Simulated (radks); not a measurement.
Results of a calculation; reference values are marked as such.
Q: These are the eigenvalues of the occupied orbitals of an atom or ion with whole-number occupations (eV). Level of theory: Dirac Kohn-Sham, BLYP, spin-unpolarised, spherical densities, finite nucleus; Fermi nuclear charge, rms radius of each element as measured or else 0.836 A^(1/3) + 0.57 fm (a radial shooting solver on a logarithmic mesh with Libxc functionals).

1s1/2: -43563.50
2s1/2: -9557.806
2p1/2: -9249.071
2p3/2: -8784.375
3s1/2: -3925.810

Which element is it, and in what charge state? The configuration may be excited. Open shells, if any, fill j = l - 1/2 first.

A: Z = 58, cerium, charge +47: Ce47+ in [Ne] 3s1. The list shows which subshells hold electrons but not how many an open one holds; the 1s level, -1600.9 hartree, gives Z - s = 56.6 by -(Z - s)^2/2, which with screening and relativity narrows Z to a few neighbours, and the depths of the outer levels then fix element, charge and occupations together.
